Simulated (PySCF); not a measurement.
Two species compared at the same levels of theory.

First species: C₇H₁₄.
Bonds: C1–C2, C2–C3, C3–C4, C4–C5, C5–C6, C6–C7, C5–C7. Hydrogens: H8, H9, H10 on C1; H11, H12 on C2; H13, H14 on C3; H15, H16 on C4; H17 on C5; H18, H19 on C6; H20, H21 on C7.

Second species: ethylcyclopentane, C₇H₁₄.
Bonds: C1–C2, C2–C3, C3–C4, C4–C5, C5–C6, C6–C7, C3–C7. Hydrogens: H8, H9, H10 on C1; H11, H12 on C2; H13 on C3; H14, H15 on C4; H16, H17 on C5; H18, H19 on C6; H20, H21 on C7.

Levels: CAM-B3LYP/def2-SVPD for HOMO energy, LUMO energy, HOMO–LUMO gap and static isotropic polarisability; TDDFT CAM-B3LYP/def2-SVPD for lowest singlet excitation; TDA CAM-B3LYP/def2-SVPD for lowest triplet excitation (Tamm–Dancoff). Geometries: PBE0-D3(BJ)/def2-SVP. Each species is one conformer at its optimised geometry, gas phase, non-relativistic unless stated; the electronic structure was computed with PySCF and density fitting.

Dipoles, sizes and rotational constants follow the conformer. The torsions of the flexible species, by atom-mapped SMILES:
- `[CH3:1][CH2:2][CH2:3][CH2:4][CH:5]1[CH2:6][CH2:7]1`: C1–C2–C3–C4 180°, C2–C3–C4–C5 179°, C3–C4–C5–C6 -84°

The conformers of `CCC1CCCC1` aren't listed.

Which has the higher static isotropic polarisability?

The first: 84.1 au against 82.1 au, a difference of 2.0 au.

Which has the higher HOMO energy?

The first: -9.26 eV against -9.97 eV, a difference of 0.71 eV.

Which has the higher T1 energy?

The second: 8.16 eV against 7.72 eV, a difference of 0.44 eV.

Which has the higher HOMO–LUMO gap?

The second: 11.40 eV against 10.77 eV, a difference of 0.63 eV.

Which has the higher LUMO energy?

The first: 1.51 eV against 1.43 eV, a difference of 0.08 eV.

Which of the two has the higher S1 energy, and by how much?

The second: 8.45 eV against 7.89 eV, a difference of 0.56 eV.

On the first: The vertical singlet–triplet gap S1 − T1 is 0.17 eV (TDDFT singlet less Tamm–Dancoff triplet; S1: HOMO→LUMO, weight 0.40, beside HOMO→LUMO+1, weight 0.33; T1: HOMO→LUMO, weight 0.34, beside HOMO→LUMO+1, weight 0.31). S1 lies 2.88 eV below the HOMO–LUMO gap; its leading configuration is HOMO→LUMO, weight 0.40, beside HOMO→LUMO+1, weight 0.33.

On the second: The 10 singlets span 8.45 to 9.27 eV, and their oscillator strengths add up to 0.10. The principal polarisabilities are 73.0, 80.3 and 92.9 au; their mean is the isotropic value.
